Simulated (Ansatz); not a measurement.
`Cl[SiH2][SeH]` → H₂Se + `[SiH]Cl` at 500 K and 1 bar (silylene formation by 1,1-elimination).

Isolated molecules relaxed with PBE0-D4/def2-TZVP in Ansatz; ΔE leaves out vibrations. CBS: MP2 limit from def2 TZ/QZ plus the TZ coupled-cluster correction, frozen cores. This one scheme is used for every species. For Se outer-core shells are correlated without core-valence functions, which leaves a few kJ/mol of doubt a bond. Scalar relativity is left out up to krypton. One conformer a species, not always the lowest.

| species | CCSD(T)/CBS energy (Eh) | H − E (kJ/mol) | S (J/(mol·K)) |
| --- | --- | --- | --- |
| `Cl[SiH2][SeH]` | -3151.43476 | 104.4 | 370.2 |
| H₂Se | -2401.89790 | 53.1 | 237.8 |
| `[SiH]Cl` | -749.43948 | 39.6 | 274.0 |

H − E and S are ideal-gas, rigid-rotor, harmonic terms from PBE0-D4/def2-TZVP, for one conformer and one mirror image of each species. 1 Eh = 2625.50 kJ/mol, R = 8.31446 J/(mol·K).

Problem. By hand: ΔE, ΔH, ΔS and ΔG.

Solution. ΔE = (-2401.89790) + (-749.43948) − (-3151.43476) = 0.09738 Eh = 255.7 kJ/mol. Δ(H − E) = 53.1 + 39.6 − 104.4 = -11.7, so ΔH = 244.0 kJ/mol. ΔS = 237.8 + 274.0 − 370.2 = 141.6 J/(mol·K). ΔG = 244.0 − 500 × (141.6)/1000 = 173.2 kJ/mol.

Problem. By hand: the equilibrium constant, and the temperature at which ΔG would vanish if ΔH and ΔS stayed fixed.

Solution. log₁₀ K = −ΔG/(RT ln 10) = -18.1. ΔG = 0 at ΔH/ΔS = 1723 K.

The number of gas molecules changes by +1, which sets the sign of ΔS. A doubt of 5 kJ/mol in ΔE shifts log₁₀ K by 0.5 here. Other conformers and mirror images would add mixing entropy, several J/(mol·K) or more a flexible species. These are equilibria of isolated gas molecules and say nothing of rates. Largest T1 diagnostic: 0.013 (customary marks: 0.02 for closed shells, 0.045 for open ones).
